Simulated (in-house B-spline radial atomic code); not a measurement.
# RPA and G0W0 on wB97X: Se6+

Configuration [Ar] 3d10, mean-field start wB97X. Computed with a B-spline radial code for spherical atoms: all electrons, scalar-relativistic (spin-free one-electron X2C), finite nucleus, each spin shell either full or empty, empty states to l = 9 with an (l + 1/2)⁻⁴ tail; G0W0 by contour deformation at full frequency.

Command:
```bash
python run_gw.py task.json out
```
Settings (radii: box in bohr, nucleus in fm):
```
Z                        34
electrons                28
configuration            [Ar] 3d10
hamiltonian              x2c
method                   wb97x
lmax                     9
rms_radius               4.14
spin_polarised           False
box_radius               9.29
intervals                67
```

Time taken, with all properties: 1.9 s on 1 thread of Arm Neoverse V2 (shared host).

Energies (hartree):

```csv
term,value
mean-field total,-2420.62084
Hartree-Fock functional on these orbitals,-2418.99906
direct second order,-2.3627
second-order exchange,0.68981
SOSEX correction,0.64381
```

(1) What is the RPA correlation energy, and what remains with SOSEX?

Quasi-particle levels (eV):

| level | occupied | mean field | Σx - vxc | Σc | QP weight | G0W0 |
| --- | --- | --- | --- | --- | --- | --- |
| 3d | yes | -146.25 | -11.59 | ? | ? | ? |
| 4s | no | -82.58 | 2.11 | -1.34 | 0.993 | -81.80 |

G0W0 = mean field + (Σx - vxc) + Σc, with Σc (partial-wave tail included) taken at the quasi-particle energy. Only the outer levels were computed. Levels of low weight are left out.

(2) Where does G0W0 put 3d?

Results:

(1) RPA gives -2.0934 hartree (-2.03 eV per electron); RPA + SOSEX gives -1.4496, and the second-order doubles -1.6729 hartree (no singles). SOSEX takes back 31 % of the RPA value.

(2) At -155.90 eV, with Σc = 1.95 eV and a quasi-particle weight of 0.968. The tabulated removal energy is 155.327 ± 0.012 eV (NIST, measured); the calculation leaves out spin-orbit coupling, Breit and QED terms, and what these don't explain is the method's own error.
